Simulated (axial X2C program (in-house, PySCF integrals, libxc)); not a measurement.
How long does NaCs⁻ take?

A bond scan computed with an axial X2C code built on PySCF integrals. Basis: Cs dyall-acv3z [16s16p10d4f1g], Na dyall-av3z [10s9p5d2f] (cores contracted in-house).

The run was started with this input:
```json
{"zs": [55, 11], "q": -1, "bas": ["dyall-acv3z", "dyall-av3z"], "levels": ["PBE0", "HF", "BLYP"], "cc": true, "r0": 3.87, "thr": -1.0, "nmax": 90, "npts": 10, "nst": 2, "ntry": 6}
```
```bash
python so2c.py task.json out
```

Keys: zs atomic numbers; q charge; bas basis sets; levels methods; cc coupled cluster on or off; r0 starting distance in Å; thr threshold in hartree for freezing inner shells (an s shell follows its p shell); nmax most natural virtual spinors; npts points on the curve; nst determinants followed; ntry starts of the search. HF also brings MP2.

Hardware: 1 thread of Arm Neoverse V1, on a shared host.

Wall time of one point of each curve, integrals apart:

```tsv
Hamiltonian	level	points	seconds a point
spin-free	PBE0	9	1.3
spin-free	HF	9	0.96
spin-free	CCSD(T) (11 electrons, 89 virtuals)	7	6.8
spin-free	BLYP	9	0.81
2c	PBE0	9	1.9
2c	HF	9	2.1
2c	CCSD(T) (11 electrons, 90 virtuals)	7	8.2
2c	BLYP	9	0.89
```

The rest:

Search with its distance optimisation 56 s, atoms 31 s, whole task 280 s. Coupled cluster runs on the points near the minimum only. The program drops outer points, and coupled cluster, when its time limit (not in the input) nears; MP2, further determinants and curves that did not converge are not in the table.
